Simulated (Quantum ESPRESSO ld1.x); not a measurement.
Values are calculated unless marked as measured or tabulated.
Task: Radial electron density D(r) = 4 pi r^2 rho(r) of an atom or ion with 43 electrons. Code: ld1.x of Quantum ESPRESSO 7.5. Model: scalar-relativistic Kohn-Sham, BLYP, spin-unpolarised, spherical densities, point nucleus.

r (bohr),D(r) (e/bohr)
0.001167,1.196
0.001348,1.547
0.001557,1.997
0.001798,2.571
0.002093,3.345
0.002417,4.276
0.002791,5.442
0.003224,6.892
0.003723,8.677
0.0043,10.85
0.005006,13.63
0.005781,16.76
0.006676,20.40
0.00771,24.53
0.008904,29.11
0.01028,34.01
0.01197,39.31
0.01383,44.15
0.01597,48.47
0.01844,51.86
0.0213,53.96
0.0246,54.53
0.0284,53.57
0.03307,51.27
0.03819,48.66
0.0441,46.69
0.05094,46.46
0.05882,48.72
0.06794,53.46
0.07909,59.95
0.09134,65.39
0.1055,67.79
0.1218,65.67
0.1407,59.33
0.1625,51.17
0.1892,44.50
0.2185,42.88
0.2523,45.90
0.2914,50.48
0.3365,52.23
0.3886,48.21
0.4524,38.25
0.5225,27.00
0.6034,18.05
0.6968,13.41
0.8048,12.40
0.9294,12.72
1.073,12.33
1.25,10.46
1.443,7.917
1.667,5.504
1.925,3.712
2.223,2.561
2.567,1.837
2.989,1.304
3.451,0.9040
3.986,0.5773
4.603,0.3303
5.316,0.1655
6.14,0.07097
7.148,0.02390
8.255,0.006940
9.533,0.001610
11.01,0.0002896

What is the nuclear charge?

Result: Z = 43. The innermost maximum, from 1s, lies near gamma/Z bohr with gamma = sqrt(1 - (Z/c)^2) = 0.949, here 0.0221 bohr (found: 0.0240), and its height grows with Z. The density is that of neutral technetium in [Kr] 4d5 5s2; the configuration itself is not fixed sharply by these data, and Z only to a few units. D(r) has 4 maxima, at r = 0.0240, 0.106, 0.329, 0.960 bohr, and minima at 0.0482, 0.213, 0.798 bohr, inside which lie 2.02, 11.13, 29.27 electrons.
